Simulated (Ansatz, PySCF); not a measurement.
Gas-phase reaction in SMILES: CN[SiH3] → C[N][SiH3] + H atom (the H-N bond at the site shown breaks; other sites are not compared here)
Structures are relaxed separately at B3LYP-D3(BJ)/def2-TZVP in Ansatz (a first-principles code).
Geometry of the first species:
```
N
H 1 1.0081
C 1 1.4559 2 113.51
H 3 1.0921 1 109.42 2 169.54
H 3 1.0923 4 107.16 1 120.13
H 3 1.0971 4 107.53 5 116.04
Si 1 1.7195 2 117.75 3 -155.24
H 7 1.4811 1 107.37 2 -32.05
H 7 1.4832 8 110.95 1 118.64
H 7 1.4910 8 108.09 9 116.54
```
Charge 0, spin multiplicity 1.

Quantity: bond dissociation energy (enthalpy at 298 K, with B3LYP-D3(BJ) rigid-rotor harmonic-oscillator terms from PySCF), in eV. Correlated levels leave the core frozen unless marked. Open shells are spin-unrestricted. Spin-orbit coupling is left out. Non-relativistic. CBS marks a two-point X^-3 extrapolation of the correlation energy; Hartree-Fock from the larger set.

| level | program | bond dissociation energy (eV) |
|---|---|---|
| PBE-D4/def2-TZVPD | Ansatz + dftd4 | 4.22 |
| r2SCAN/def2-TZVPD | Ansatz | 4.18 |

Estimate the value at CCSD(T)/CBS(aug-cc-pV(T+d)Z,aug-cc-pV(Q+d)Z) as computed with Ansatz.

4.52 eV
